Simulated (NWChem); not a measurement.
System: C3H5Br; SMILES C1CC1Br

Input file for NWChem:

```
start job
memory heap 200 mb stack 900 mb global 1100 mb
geometry units angstroms noautosym nocenter noautoz
  Br    -0.025182    -1.021203     0.000000
  C      0.570612     0.797085     0.000000
  C     -0.197075     1.831762    -0.752123
  C     -0.197075     1.831762     0.752123
  H      1.661719     0.840527     0.000000
  H      0.374862     2.595567    -1.286977
  H     -1.112648     1.513818    -1.257294
  H      0.374862     2.595567     1.286977
  H     -1.112648     1.513818     1.257294
end
basis spherical
  * library def2-svp
end
dft
  xc xpbe96 cpbe96
  iterations 150
end
cosmo
  do_cosmo_smd true
  solvent clbenzen
end
task dft energy
```

Geometry: optimised at PBE0/def2-SVP. Solvent: chlorobenzene.

Level: PBE/def2-SVP with SMD (1 M gas to 1 M solution), gas-phase geometry.

Q: Predict the main results of this run. (PBE/def2-SVP, SMD on the gas-phase geometry.) Quantities: solvation free energy (kcal/mol); cavity-dispersion-structure term (kcal/mol); dipole in solution (D).

A: 
```json
{
 "solvation free energy (kcal/mol)": "-5.6",
 "cavity-dispersion-structure term (kcal/mol)": "-3.7",
 "dipole in solution (D)": "2.09"
}
```
